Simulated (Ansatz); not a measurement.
B₉. The state is a doublet with charge 0. Geometry PBE-D4/def2-SVP; atoms count from 1.

```xyz
9

B    -1.805   -1.849   -1.145
B    -1.443   -2.258    0.342
B    -0.712   -0.793   -0.355
B    -0.490   -1.429    1.253
B     0.306   -0.085    0.913
B     1.874    2.591    0.085
B     0.144    0.613   -0.704
B     0.973    1.928   -1.003
B     1.153    1.281    0.614
```

The charge 0 doublet is spin-contaminated (final ⟨S²⟩ up to 1.23, 0.75 for a pure state). Another isomer (doublet) lies 1.28 eV lower at PBE0-D4/def2-TZVP; other spin states weren't run for this one.

Estimate the Mulliken populations from the PBE0/def2-TZVP orbitals of Ansatz.


| atom | charge (e) | spin (α − β) |
| --- | --- | --- |
| B1 | 0.03 | 0.78 |
| B2 | 0.02 | 0.11 |
| B3 | -0.10 | -0.01 |
| B4 | -0.03 | -0.22 |
| B5 | 0.13 | 0.13 |
| B6 | -0.02 | 0.70 |
| B7 | 0.03 | -0.01 |
| B8 | 0.01 | -0.21 |
| B9 | -0.06 | -0.27 |
Mulliken values and Mayer orders depend strongly on the basis.

Where does the spin sit?

Summed by element: B 1.00, of 1 unpaired in all. Largest on single atoms: B1 0.78, B6 0.70, B9 -0.27.

And the Mayer bond orders between bonded heavy atoms (over 0.3)?

B1–B2 1.26 (1.58 Å); B1–B3 0.77 (1.71 Å); B2–B3 0.59 (1.78 Å); B2–B4 1.29 (1.56 Å); B3–B4 0.72 (1.74 Å); B3–B5 0.54 (1.77 Å); B3–B7 0.81 (1.68 Å); B4–B5 0.97 (1.60 Å); B5–B7 0.51 (1.77 Å); B5–B9 0.91 (1.64 Å); B6–B8 1.43 (1.56 Å); B6–B9 1.18 (1.59 Å); B7–B8 1.05 (1.58 Å); B7–B9 0.66 (1.79 Å); B8–B9 0.70 (1.75 Å).
